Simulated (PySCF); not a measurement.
## Adding and removing an electron: NaTe

UHF; PySCF, scalar-relativistic core potentials, basis sets Na def2-SVPD, Te def2-SVPD with ECP28. Neutral (UHF): doublet (π ↑), Re = 2.859 Å, ωe = 229 cm⁻¹, De = 1.30 eV, HOMO -6.58 eV, LUMO -0.47 eV.

NaTe⁺ (UHF): triplet (π ↑↑), Re = 3.231 Å, ωe = 134 cm⁻¹, De = 0.62 eV to Na⁺ + Te. The energies at the minima are -428.83825 hartree for NaTe and -428.63416 for NaTe⁺.

(1) Work out the adiabatic ionisation energy, without and with harmonic zero-point energies (1 hartree = 27.2114 eV, 1 eV = 8065.5 cm⁻¹), and the change of the bond length.

NaTe⁻ (RHF): singlet (closed shell), Re = 2.742 Å, ωe = 259 cm⁻¹. The energies at the minima are -428.83825 hartree for NaTe and -428.84374 for NaTe⁻.

(2) Work out the adiabatic electron affinity, without and with harmonic zero-point energies (1 hartree = 27.2114 eV, 1 eV = 8065.5 cm⁻¹), and the change of the bond length.

Spin–orbit coupling is left out, which matters for elements this heavy, above all for dissociation energies. For an ion De counts to the pair picked by the measured ionisation energies or electron affinities, which need not be the lowest pair at this level. Hartree–Fock leaves out correlation, which carries a large part of most bond energies and some tenths to 1 eV of ionisation energies. States were picked by a PBE0 search and need not be the measured ground states.

Neutral and ion stand on different kinds of reference determinant, which adds to the error of the difference.

Results:

(1) At UHF: 0.20409 hartree = 5.554 eV between the minima; the zero-point term (134.0 − 229.0)/2 cm⁻¹ = -0.006 eV makes it 5.548 eV. Re changes by +37.2 pm against the neutral. The electron leaves a π orbital, and the ion is left as a loose complex of an ion and an atom.

(2) At HF: 0.00549 hartree = 0.149 eV between the minima; the zero-point term (229.0 − 259.0)/2 cm⁻¹ = -0.002 eV makes it 0.148 eV. Re changes by -11.7 pm against the neutral. The electron enters a π orbital; in so polar a molecule the change of length follows mostly from the change of the ionic charges.
